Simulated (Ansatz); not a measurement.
Start from `C[SiH]1[NH][AlH]1` and change one atom or group to get `[CH3][Al]1[NH][SiH]1C`.

Ansatz, PBE0-D4/def2-TZVP geometries, multiplicity 1. 

```csv
property,`C[SiH]1[NH][AlH]1`
HOMO–LUMO gap (PBE/def2-TZVPP) / eV,3.52
HOMO–LUMO gap (ωB97M-V/def2-TZVPP) / eV,8.82
LUMO energy (PBE0/def2-TZVPP) / eV,-0.98
HOMO energy (PBE0/def2-TZVPP) / eV,-6.22
HOMO energy (ωB97M-V/def2-TZVPP) / eV,-8.16
HOMO–LUMO gap (PBE0/def2-TZVPP) / eV,5.24
```

Task: Give the same properties after the change, and the shifts. (An estimate is asked.)

Result: Computed: 
| property | `[CH3][Al]1[NH][SiH]1C` | shift |
| --- | --- | --- |
| HOMO–LUMO gap (PBE/def2-TZVPP) / eV | 3.73 | 0.21 |
| HOMO–LUMO gap (ωB97M-V/def2-TZVPP) / eV | 8.96 | 0.14 |
| LUMO energy (PBE0/def2-TZVPP) / eV | -0.53 | 0.45 |
| HOMO energy (PBE0/def2-TZVPP) / eV | -6.00 | 0.22 |
| HOMO energy (ωB97M-V/def2-TZVPP) / eV | -7.95 | 0.21 |
| HOMO–LUMO gap (PBE0/def2-TZVPP) / eV | 5.47 | 0.23 |

With PBE0 the HOMO rises by 0.22 eV and the LUMO rises by 0.45 eV, so the gap widens by about 0.23 eV. PBE moves the HOMO by 0.23 eV and ωB97M-V by 0.21 eV.
